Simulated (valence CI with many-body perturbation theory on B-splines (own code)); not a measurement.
## Missing levels of Eu50+

Level of theory: configuration interaction combined with many-body perturbation theory (CI+MBPT): three valence electrons over a frozen Dirac-Fock core [Ne], a basis of 11 s, 11 p, 10 d, 8 f, 5 g, 2 h functions for each j, with the one-electron correlation potential Σ1, the two-electron term Σ2, the three-electron term Σ3, Breit, model QED; selected CI, second order for the rest, scaled by the run's own slope (own B-spline code, finite nucleus).

No measured spectrum was set against this ion. As an estimate, large intervals hold to a few tenths of a per cent, small ones and those within an open d or f shell to about a per cent.

| Level | E (× 10³ cm⁻¹) |
| --- | --- |
| (3s^2 3p1/2) J=1/2 | 0.00 |
| (3s 3p1/2^2) J=1/2 | 1043.7 |
| (3s^2 3p3/2) J=3/2 | ? |
| (3s 3p1/2 3p3/2) J=3/2 [a] | ? |
| (3s 3p1/2 3p3/2) J=5/2 | ? |
| (3s 3p1/2 3p3/2) J=3/2 [b] | ? |
| (3s 3p1/2 3p3/2) J=1/2 | 2556.0 |
| (3s^2 3d3/2) J=3/2 | 2899.4 |
| (3s^2 3d5/2) J=5/2 | ? |
| (3p1/2^2 3p3/2) J=3/2 | 3530.0 |
| (3s 3p1/2 3d3/2) J=3/2 [a] | 3641.6 |
| (3s 3p3/2^2) J=5/2 | 3697.9 |
| (3s 3p1/2 3d3/2) J=5/2 | ? |
| (3s 3p1/2 3d3/2) J=1/2 | 3897.1 |
| (3s 3p1/2 3d3/2) J=3/2 [b] | 3923.6 |
| (3s 3p3/2^2) J=1/2 | 3930.0 |
| (3s 3p3/2^2) J=3/2 | 3975.1 |
| (3s 3p1/2 3d5/2) J=5/2 [a] | 4044.4 |
| (3s 3p1/2 3d5/2) J=7/2 | 4123.3 |
| (3s 3p1/2 3d5/2) J=5/2 [b] | 4196.3 |

Levels are named by their leading jj configuration (3d3/2^4 stands for four electrons in 3d with j = 3/2), which in mixed levels can hold well under half, so a name can repeat and another be missing. Letters in brackets count levels of one name in rising energy.

**Question.** The levels stand in rising order. What does the calculation give for the missing energies?

**Answer.** (3s^2 3p3/2) J=3/2 1370.4; (3s 3p1/2 3p3/2) J=3/2 [a] 2226.3; (3s 3p1/2 3p3/2) J=5/2 2341.3; (3s 3p1/2 3p3/2) J=3/2 [b] 2488.7; (3s^2 3d5/2) J=5/2 3151.0; (3s 3p1/2 3d3/2) J=5/2 3725.8.
